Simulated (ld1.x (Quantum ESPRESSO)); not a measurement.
An odd input for ld1.x (Quantum ESPRESSO) 7.5 (Xe)

Command:

```bash
ld1.x < Xe.in > Xe.out
```

Input:

```
&input
   title='Xe', zed=54., rel=1, dft='PZ', iswitch=3, isic=1,
   config='[Kr] 4d10 5s2 5p4 5d-2',
   nld=3, rlderiv=2.05, eminld=-5.0, emaxld=5.0, deld=0.02
 /
 &inputp
   pseudotype=2, tm=.true., lloc=1,
   nlcc=.true., new_core_ps=.true.,
   file_pseudopw='Xe.UPF', file_wfcaegen='ae.wfc', file_wfcncgen='nc.wfc', file_beta='beta', file_chi='chi'
 /
3
5S  1  0   2.00   0.00  1.45  1.45  0.0
5D  3  2  -2.00  -0.05  1.80  1.80  0.0
5P  2  1   4.00   0.00  1.90  1.90  0.0
 &test
   configts(1)='5s2 5p4'
 /
```

This is an input that runs to its end, with one change: self-interaction correction asked for in a generation. The unchanged file is no sound one. Note: ghost state, extra bound levels that the all-electron valence spectrum of the same l lacks: d at -1577.3 eV. A true bound ghost makes a file unfit for plane-wave use.

Task: How does the run end?

Result: The program refuses the input: "ld1_readin: SIC available with all-electron only".

```
Program LD1 v.7.5

 %%%%%%%%%%%%%%%%%%%%%%%%%%%%%%%%%%%%%%%%%%%%%%%%%%%%%%%%%%%%%%%%%%%%%%%%%%%%%%
     Error in routine ld1_readin (1):
     SIC available with all-electron only
 %%%%%%%%%%%%%%%%%%%%%%%%%%%%%%%%%%%%%%%%%%%%%%%%%%%%%%%%%%%%%%%%%%%%%%%%%%%%%%

     stopping ...
```
